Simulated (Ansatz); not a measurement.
ScAlN2⁻. Charge -1, multiplicity 2. Geometry PBE0-D4/def2-TZVP, that of the neutral singlet; atoms count from 1.

Cartesian coordinates in Å:
```
Al -0.383 0.919 -0.589
Sc 0.420 -1.009 0.647
N 0.866 -0.230 -1.033
N -0.904 0.321 0.975
```

The structure comes from a short search, and lower isomers may exist.

Q: Estimate the Mulliken populations from the PBE0/def2-TZVPD orbitals of Ansatz.

A: 
```tsv
atom	charge (e)	spin (α − β)	d electrons
Al1	-0.25	0.83	–
Sc2	0.72	0.28	1.64
N3	-0.73	-0.06	–
N4	-0.73	-0.06	–
```
Mulliken values and Mayer orders depend strongly on the basis. With diffuse functions, as here, like atoms can get unlike values, and bond orders can come out too low or too high.

Q: Where does the spin sit?

A: Summed by element: Al 0.83, Sc 0.28, N -0.11, of 1 unpaired in all. Largest on single atoms: Al1 0.83, Sc2 0.28, N3 -0.06.

Q: And the Mayer bond orders between bonded heavy atoms (over 0.3)?

A: Al1–Sc2 0.50 (2.43 Å); Sc2–N3 1.53 (1.90 Å); Sc2–N4 1.53 (1.90 Å); Al1–N3 1.31 (1.75 Å); Al1–N4 1.31 (1.75 Å).
